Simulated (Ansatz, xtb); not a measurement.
**Ranking isomers of C3H7NOSe**

3 gas-phase structures of C3H7NOSe, from a drawn sample of its isomers (lower ones may exist). Each was relaxed with GFN2-xTB; where two conformers were screened, the lower at r2SCAN-D4/def2-SVP is listed:

A. `O=CNCC[SeH]`, a singlet
B. `C[Se]CC(N)=O`, a singlet
C. `CNC(=O)C[SeH]`, a singlet

Question: Make a reasoned guess at their ranking by r2SCAN-D4/def2-SVP single-point energy.

Answer: Calculated order at r2SCAN-D4/def2-SVP: B (0.000), C (0.212), A (0.268) eV.

Energies above the lowest of each column, in eV; the last columns are at B3LYP-D3(BJ)/def2-SVP geometries:

| structure | GFN2-xTB | HF/STO-3G | r2SCAN-D4/def2-SVP | B3LYP-D3(BJ)/def2-SVP | CCSD(T)/def2-SVP + ΔMP2/def2-TZVPP |
| --- | --- | --- | --- | --- | --- |
| B | 0.044 | 0.000 | 0.000 | 0.000 | 0.000 |
| C | 0.000 | 0.245 | 0.212 | 0.122 | 0.260 |
| A | 0.165 | 0.371 | 0.268 | 0.276 | 0.377 |

CCSD(T)/def2-SVP + ΔMP2/def2-TZVPP puts B lowest; GFN2-xTB picks C. Flexible structures stand in one conformer each, not always the lowest. The ΔMP2 step shifts differences by up to 0.211 eV, which makes them less sure. ΔMP2 is the change of the MP2 energy from the smaller to the larger basis.

Programs: Ansatz 0.2.0, xtb 6.7.1.
